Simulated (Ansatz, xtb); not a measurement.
AlGaH3OSi: where a starting geometry ends

The starting geometry of this gas-phase doublet was built from a drawn formula by distance geometry; its bonds are those of `[SiH3][Al]1[O][Ga]1`.

```xyz
7

Al   -0.8563   -0.0668    2.6558
Ga   -1.3850   -2.0026    3.9966
O     0.3743   -1.3153    3.3416
Si   -1.6550    1.1300    0.8172
H    -2.5074    2.1958    1.3675
H    -2.3579    0.2487   -0.0007
H    -0.4672    1.7704    0.1609
```

Question: Predict what becomes of its bonds when it is optimised with r2SCAN-D4/def2-SVP.

Answer: A bond breaks, giving a structure given below by its coordinates. Contacts that open: Al1–Ga2 (2.41 → 3.52 Å).

The energy falls by 1.54 eV over 19 steps:

```tsv
step	E − E(last) (eV)
1	1.542
3	0.600
5	0.373
7	0.205
9	0.090
11	0.031
13	0.006
15	0.001
17	0.000
19	0.000
```

Final geometry (Å):

```csv
atom,x (Å),y (Å),z (Å)
Al,-1.6730,0.3182,3.1789
Ga,0.0416,-2.6795,3.8550
O,-0.8242,-1.1432,3.4657
Si,-1.6097,1.2219,0.8437
H,-2.3418,2.5236,0.7352
H,-2.2471,0.2644,-0.1213
H,-0.2004,1.4549,0.3817
```

From the same start GFN2-xTB reaches the same bonding as this run.

No frequencies were run, so the end isn't proven a minimum. Open shells are spin-unrestricted. Run with Ansatz 0.2.0, 72 s on 2 threads of Intel(R) Xeon(R) 6975P-C (Granite Rapids), with other jobs on the host.
